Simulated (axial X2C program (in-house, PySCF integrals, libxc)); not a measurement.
CoSi: from the spin-free to the two-component result

Computed with an axial X2C code built on PySCF integrals. Spin-free means the one-electron spin-free X2C Hamiltonian; two-component (2c) means X2C with spin–orbit coupling and atomic mean-field two-electron Coulomb and Gaunt terms, so the difference of the two also holds small scalar two-electron terms. Basis: Co dyall-cv3z [9s10p6d3f2g], Si dyall-v3z [8s7p2d1f] (cores contracted in-house); Gaussian nuclei, density fitting, unrestricted open shells. Masses: Co 58.933 u, Si 27.977 u.

Spin-free state: M_S = 1/2, Λ = 3 (beyond evenly filled blocks: σα, π+β, δ+α, δ+β, δ-α); fragments Co + Si.

| level | Re (Å) | ωe (cm⁻¹) | De (eV) | μ (D) |
| --- | --- | --- | --- | --- |
| PBE0 | 2.255 | 346.7 | 1.953 | -2.35 |
| HF | 2.551 | 259.2 | 0.629 | -3.24 |
| CCSD | 2.349 | 279.4 | 0.916 | n/a |
| CCSD(T) | 2.314 | 287.4 | n/a | n/a |
| BP86 | 2.181 | 347.3 | 2.739 | -1.91 |

Correlated methods: 13 electrons correlated (number of frozen shells: Co 3 s, 2 p; Si 2 s, 1 p), 221 virtual spin orbitals or spinors in MP2, 90 natural virtuals in coupled cluster.

Dipoles are positive if Si is the positive end.

Two-component determinant lowest at the distance of the search:

Ω = 7/2 (⟨Sz⟩ = 0.50, ⟨Lz⟩ = 3.00 at HF); fragments Co + Si.

```csv
level,Re (Å),ωe (cm⁻¹),μ (D)
PBE0,2.255,346.4,-2.35
HF,2.552,259.0,-3.25
CCSD,2.351,279.3,n/a
CCSD(T),2.316,287.2,n/a
BP86,2.181,347.2,-1.91
```

From the two tables, how do the constants change at the CCSD(T) level (2c against spin-free)?

At the CCSD(T) level Re goes up by 0.002 Å and ωe is unchanged to within 0.2 cm⁻¹.

The state is one determinant whose occupation by symmetry is held fixed; it was picked as the lowest of a PBE0 search that is not exhaustive. Dissociation energies refer to the lowest single-determinant-based atoms at the same level and basis. De is not given where an atomic determinant may have missed its ground term or J level, or where the truncated virtual space spoils (T). Density functionals use the spin component along the axis (collinear). Coupled cluster ran in a truncated set of natural virtual spinors; the MP2 energy of the rest was added. (T) has no such correction and the atoms are truncated less, which lowers De at CCSD(T) by a hundredth of an eV or more. Other states lie close and PBE0, whose exact exchange favours high spin, may order them wrongly; the determinant shown need not be the ground state. The nearest other spin-free determinant of the search, M_S = 3/2, Λ = 3, lies 0.05 eV up at the distance of the search. Without a current term, density functionals place determinants with orbital angular momentum somewhat too high. With several unpaired electrons one determinant need not be a pure state. A state of lower Ω lies just above, and one determinant can place such states too high, so the state shown need not be the lowest. The search has Ω = 5/2 only 0.05 eV up. At some level and bond length an empty orbital lies below a filled one. The determinant is spin-polarised beyond a pure state at some levels (its spin-free form has ⟨S²⟩ too high), which makes Re and μ there less reliable. The T1 diagnostic is large, a sign of multireference character.
